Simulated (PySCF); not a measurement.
**Static response to an electric field**

Species: C2H11NOSi2.
Cartesian coordinates in Å at the GFN2-xTB level; atoms count from 1:
```
atom  x, y, z in Å
C1    -2.8539   -0.6519    0.0757
C2    -2.1180    0.6570   -0.1684
O3    -0.7735    0.5819    0.1987
Si4    0.4530   -0.1481   -0.5754
Si5    2.1860    0.4120    0.8015
N6     3.5586   -0.3020    0.0339
H7    -3.9084   -0.5345   -0.1582
H8    -2.4342   -1.4353   -0.5496
H9    -2.7493   -0.9451    1.1174
H10   -2.5646    1.4569    0.4330
H11   -2.1964    0.9353   -1.2265
H12    0.1861   -1.5871   -0.7662
H13    0.5029    0.3458   -1.9701
H14    2.3494    1.8612    1.0597
H15    2.2071   -0.2067    2.1343
H16    4.4482   -0.2615    0.5039
H17    3.6999   -0.1659   -0.9535
```

Level: CAM-B3LYP/def2-SVPD (PySCF), static field, nuclei fixed, core orbitals frozen in the response. The polarisability tensor in these axes (au):

```
x   105.51   1.56   5.02
y     1.56  82.53   2.71
z     5.02   2.71  85.40
```

Question: Give the principal values, the mean and the anisotropy Δα = √{½[(α1 − α2)² + (α2 − α3)² + (α1 − α3)²]}.

Answer: Principal values 80.83, 85.73 and 106.88 au; mean 91.15 au = 13.51 Å³ = 15.03 × 10⁻⁴⁰ C²·m²/J; Δα = 23.98 au (26 % of the mean).

Question: What is the dipole moment, and where does it point?

Answer: (-0.15, 0.24, -0.88) D, 0.92 D in size, pointing from the negative to the positive side. Measured along this direction, the outermost atoms are H15 at the negative end and H13 and H11 at the positive end.

Question: What are the principal values of the traceless quadrupole moment, Θ = ½Σq(3rr − r²1), about the centre of nuclear charge?

Answer: -8.47, -3.22, 11.70 D·Å. The values depend on the origin, since the dipole doesn't vanish. The electronic extent ⟨r²⟩ about the same centre is 1422 bohr², a root-mean-square distance of 2.46 Å for the 66 electrons.

Question: What molar refraction does this α imply?

Answer: Lorentz–Lorenz: R = (4π/3)N_A α = 2.5225 cm³/(mol·Å³) × 13.51 Å³ = 34.1 cm³/mol, in the limit of long wavelengths.

Question: What depolarisation ratio follows for Rayleigh scattering of linearly polarised light, taking the static tensor?

Answer: ρ = 3Δα²/(45ᾱ² + 4Δα²) = 1725.4/(373850 + 2300.6) = 0.00459.

Isolated species at its GFN2-xTB geometry (one conformer only).

The run behind these numbers computed excited states as well. On one thread, Arm Neoverse V1 (aarch64), shared host, this took 62 s (with the writing of density and orbital grids) and 1.0 GiB of memory at its peak.
